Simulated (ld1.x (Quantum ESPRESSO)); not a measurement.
antimony (Sb) PAW: all-electron and pseudo phase curves

* Element: antimony (Sb)
* Generator: ld1.x (Quantum ESPRESSO) 7.5
* Type: PAW
* Functional: PBEsol
* Relativity: scalar-relativistic
* Frozen core: [Kr] 4d10
* Valence charge: 5
* Reference configuration: 5s1 5p4
* Partial waves: 5s (bound): rcut 1.40, rcutus 1.90 bohr; 5s channel at -0.35 Ry: rcut 1.40, rcutus 1.90 bohr; 5p (bound): rcut 2.25, rcutus 2.45 bohr; 5p channel at 2 Ry: rcut 2.25, rcutus 2.45 bohr
* Local potential: all-electron potential smoothed inside 2.10 bohr (lloc = -1)
* Core correction: Bessel-smoothed model core inside 1.45 bohr
* Augmentation charge: PSQ, inside the norm-conserving radii

The phase is arctan(r·u′/u) with u = r·R(r), unwrapped; energies in Ry, scanned from -3 to 5 Ry. A pole is an energy at which the radial function vanishes at the test radius. The pseudo phase is shifted by a multiple of π to meet the all-electron one at the reference energy, and phase errors are pseudo minus all-electron; the curves can meet again beyond the range given. Levels narrower than the energy grid can be missing from the lists of poles.

```csv
channel,radius (bohr),reference energy (Ry),"poles, all-electron","poles, pseudo",unbroken range about the reference energy with phases within 0.05 rad,phase error 1 Ry above the reference energy (rad)
s,2.65,-1.00,0.07,"0.07, 3.94",below 2.8,-0.000
p,2.65,-0.40,1.33,1.33,below 4.3,-0.000
```

Phases in the p channel:

| E (Ry) | all-electron | pseudo |
| --- | --- | --- |
| -3.00 | 1.308 | 1.308 |
| -2.76 | 1.291 | 1.291 |
| -2.52 | 1.271 | 1.270 |
| -2.28 | 1.245 | 1.245 |
| -2.04 | 1.213 | 1.212 |
| -1.80 | 1.170 | 1.169 |
| -1.56 | 1.110 | 1.109 |
| -1.32 | 1.020 | 1.020 |
| -1.08 | 0.874 | 0.873 |
| -0.84 | 0.608 | 0.607 |
| -0.60 | 0.107 | 0.107 |
| -0.36 | -0.544 | -0.544 |
| -0.12 | -0.983 | -0.983 |
| 0.12 | -1.215 | -1.215 |
| 0.36 | -1.347 | -1.347 |
| 0.60 | -1.431 | -1.431 |
| 0.84 | -1.490 | -1.490 |
| 1.08 | -1.534 | -1.534 |
| 1.32 | -1.570 | -1.570 |
| 1.56 | -1.600 | -1.600 |
| 1.80 | -1.627 | -1.627 |
| 2.04 | -1.653 | -1.653 |
| 2.28 | -1.678 | -1.678 |
| 2.52 | -1.703 | -1.703 |
| 2.76 | -1.730 | -1.730 |
| 3.00 | -1.760 | -1.761 |
| 3.24 | -1.795 | -1.797 |
| 3.48 | -1.837 | -1.841 |
| 3.72 | -1.892 | -1.899 |
| 3.96 | -1.965 | -1.982 |
| 4.20 | -2.073 | -2.109 |
| 4.44 | -2.243 | -2.331 |
| 4.68 | -2.536 | -2.749 |
| 4.92 | -3.019 | -3.396 |
